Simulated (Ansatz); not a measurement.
Species: C4H7O, net charge 0, doublet state. It need not be the lowest isomer of its formula. 
Geometry from a B3LYP-D3(BJ)/def2-TZVP (Ansatz, a program for electronic structure) optimisation:
```xyz
12

C     -2.3364    -0.1494     0.0236
C     -0.9442     0.3247    -0.1708
C      0.1041    -0.6966     0.2571
C      1.5272    -0.2326     0.1176
O      1.8642     0.8525    -0.2800
H     -3.1554     0.3091    -0.5124
H     -2.5796    -0.8600     0.8027
H     -0.7690     1.2547     0.3914
H     -0.7762     0.6051    -1.2147
H     -0.0356    -0.9936     1.3048
H      0.0076    -1.6291    -0.3130
H      2.2908    -0.9828     0.4164
```
Charge 0, spin multiplicity 2.

Parts of the frozen-core correlation energy in cc-pVTZ (Ansatz, hartree). Frozen orbitals: 5; correlated occupied orbitals by spin: 15 and 14; virtual: 228 and 229. UHF or UKS for open shells. Spin-orbit coupling is left out. Non-relativistic.

```tsv
term	value
reference (HF)	-230.43895
MP2 opposite-spin	-0.66915
MP2 same-spin	-0.20656
CCSD correlation	-0.91719
(T)	-0.03768
T1 diagnostic	0.013
largest doubles amplitude	0.031
<S^2> of the reference	0.763
```
